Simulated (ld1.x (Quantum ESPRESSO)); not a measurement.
# Transferability test, ultrasoft potential for sulfur (S)

- Element: S (Z = 16)
- Generator: ld1.x (Quantum ESPRESSO) 7.5
- Type: ultrasoft
- Functional: LDA (PZ)
- Relativity: scalar-relativistic
- Frozen core: [Ne]
- Valence charge: 6
- Reference configuration: 3s2 3p4
- Partial waves: 3s (bound): rcut 1.10, rcutus 1.55 bohr; 3s channel at -0.6 Ry: rcut 1.10, rcutus 1.55 bohr; 3p (bound): rcut 1.60, rcutus 1.85 bohr; 3p channel at -0.15 Ry: rcut 1.60, rcutus 1.85 bohr; 3d channel at -0.2 Ry: rcut 1.60, rcutus 1.95 bohr; 3d channel at 2.2 Ry: rcut 1.60, rcutus 1.95 bohr
- Local potential: all-electron potential smoothed inside 1.50 bohr (lloc = -1)
- Core correction: Bessel-smoothed model core inside 1.60 bohr
- Augmentation charge: PSQ, radius 1.25 bohr

Energies are relative to the spin-unpolarised reference configuration 3s2 3p4; without spin polarisation the order of configurations can differ from experiment. Spin-polarised rows fill each open shell by Hund’s rule, majority spin first.

Question: Give the all-electron excitation energy and the error of the potential for: 3s2 3p3; 3s2 3p2; 3s2 3p1; 3s1 3p5; 3s0 3p6; 3s2 3p0; 3s2 3p3.5; 3s2 3p4 (spin-polarised); 3s2 3p3 (spin-polarised).

Answer:

```json
{"valence configuration": "3s2 3p3", "charge": "+1", "ΔE all-electron (eV)": "11.863", "error AE − PS (meV)": "+0.7"}
{"valence configuration": "3s2 3p2", "charge": "+2", "ΔE all-electron (eV)": "34.236", "error AE − PS (meV)": "+12"}
{"valence configuration": "3s2 3p1", "charge": "+3", "ΔE all-electron (eV)": "68.394", "error AE − PS (meV)": "+59"}
{"valence configuration": "3s1 3p5", "charge": "0", "ΔE all-electron (eV)": "10.240", "error AE − PS (meV)": "+0.3"}
{"valence configuration": "3s0 3p6", "charge": "0", "ΔE all-electron (eV)": "20.607", "error AE − PS (meV)": "+2.4"}
{"valence configuration": "3s2 3p0", "charge": "+4", "ΔE all-electron (eV)": "115.377", "error AE − PS (meV)": "+187"}
{"valence configuration": "3s2 3p3.5", "charge": "+0.5", "ΔE all-electron (eV)": "4.709", "error AE − PS (meV)": "-0.1"}
{"valence configuration": "3s2 3p4 (spin-polarised)", "charge": "0", "ΔE all-electron (eV)": "-0.706", "error AE − PS (meV)": "+36"}
{"valence configuration": "3s2 3p3 (spin-polarised)", "charge": "+1", "ΔE all-electron (eV)": "9.898", "error AE − PS (meV)": "+112"}
```

Levels in the configuration 3s1 3p5:

```
level  all-electron (eV)  pseudo (eV)
   3s            -17.959      -17.957
   3p             -7.653       -7.653
```
